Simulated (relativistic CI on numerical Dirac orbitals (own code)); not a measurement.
# Ir5+ (5d4) in a crystal field

Calculated by Dirac-Coulomb-Breit CI, KLI orbitals optimised for each configuration, model QED (radiative potential, 1s self-energy scaled to tabulated hydrogen-like ionisation energies), valence Slater integrals scaled by 0.75, one configuration in a parametric crystal field (own radial code).

Field parameters in Wybourne normalisation: Oh B⁴₀ = 21Dq, B⁴₄ = √(5/14) B⁴₀. The field is a parameter set, without covalency.

S is read from ⟨S²⟩ = S(S + 1).

Levels (cm⁻¹, degeneracy): 0 (1), 6209 (3), 10054 (2), 10070 (3), 18752 (3), 18968 (2), 19316 (1), 20541 (3), 20704 (1), 21110 (3), 22001 (2), 28613 (1).

Q: Which field gives this pattern?
A. Oh, 10Dq = 33950 cm⁻¹
B. Oh, 10Dq = 25950 cm⁻¹
C. Oh, 10Dq = 10000 cm⁻¹
D. Oh, 10Dq = 41950 cm⁻¹

A: B. Oh, 10Dq = 25950 cm⁻¹, ground level with S = 1.13.
